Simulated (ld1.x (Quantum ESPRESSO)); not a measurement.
**Logarithmic derivatives: fluorine, TM**

- Element: fluorine (F)
- Generator: ld1.x (Quantum ESPRESSO) 7.5
- Type: norm-conserving Troullier–Martins (Kleinman–Bylander form)
- Functional: Wu–Cohen
- Relativity: scalar-relativistic
- Frozen core: [He]
- Valence charge: 7
- Reference configuration: 2s1 2p6
- Partial waves: 2s (bound): rc 0.65 bohr; 2p (bound): rc 1.40 bohr; 3d channel at 0.3 Ry: rc 1.15 bohr
- Local potential: all-electron potential smoothed inside 1.10 bohr (lloc = -2)
- Core correction: none

The phase is arctan(r·u′/u) with u = r·R(r), unwrapped; energies in Ry, scanned from -4 to 5 Ry. A pole is an energy at which the radial function vanishes at the test radius. The pseudo phase is shifted by a multiple of π to meet the all-electron one at the reference energy, and phase errors are pseudo minus all-electron; the curves can meet again beyond the range given. Levels narrower than the energy grid can be missing from the lists of poles.

Question: For each channel, where are the poles, and over which energies does the pseudopotential scatter like the atom?

Answer:

```tsv
channel	radius (bohr)	reference energy (Ry)	poles, all-electron	poles, pseudo	unbroken range about the reference energy with phases within 0.05 rad	phase error 1 Ry above the reference energy (rad)
s	1.54	-2.22	-1.03	-1.07, 4.09	below 0.7	-0.007
p	1.54	-0.85	0.32	0.34	below 3.7	+0.003
d	1.54	0.30	none	none	the whole range	+0.000
```

Phases in the p channel:

| E (Ry) | all-electron | pseudo |
| --- | --- | --- |
| -4.00 | 1.203 | 1.204 |
| -3.76 | 1.185 | 1.187 |
| -3.52 | 1.164 | 1.166 |
| -3.28 | 1.140 | 1.142 |
| -3.04 | 1.110 | 1.112 |
| -2.80 | 1.073 | 1.075 |
| -2.56 | 1.025 | 1.027 |
| -2.32 | 0.960 | 0.963 |
| -2.08 | 0.869 | 0.872 |
| -1.84 | 0.732 | 0.736 |
| -1.60 | 0.511 | 0.515 |
| -1.36 | 0.147 | 0.150 |
| -1.12 | -0.360 | -0.359 |
| -0.88 | -0.824 | -0.824 |
| -0.64 | -1.126 | -1.125 |
| -0.40 | -1.309 | -1.308 |
| -0.16 | -1.428 | -1.426 |
| 0.08 | -1.510 | -1.507 |
| 0.32 | -1.571 | -1.568 |
| 0.56 | -1.620 | -1.615 |
| 0.80 | -1.660 | -1.654 |
| 1.04 | -1.694 | -1.688 |
| 1.28 | -1.725 | -1.717 |
| 1.52 | -1.754 | -1.744 |
| 1.76 | -1.782 | -1.770 |
| 2.00 | -1.809 | -1.795 |
| 2.24 | -1.836 | -1.820 |
| 2.48 | -1.864 | -1.845 |
| 2.72 | -1.893 | -1.871 |
| 2.96 | -1.925 | -1.898 |
| 3.20 | -1.960 | -1.927 |
| 3.44 | -1.999 | -1.959 |
| 3.68 | -2.043 | -1.994 |
| 3.92 | -2.094 | -2.033 |
| 4.16 | -2.154 | -2.078 |
| 4.40 | -2.226 | -2.129 |
| 4.64 | -2.313 | -2.189 |
| 4.88 | -2.421 | -2.260 |
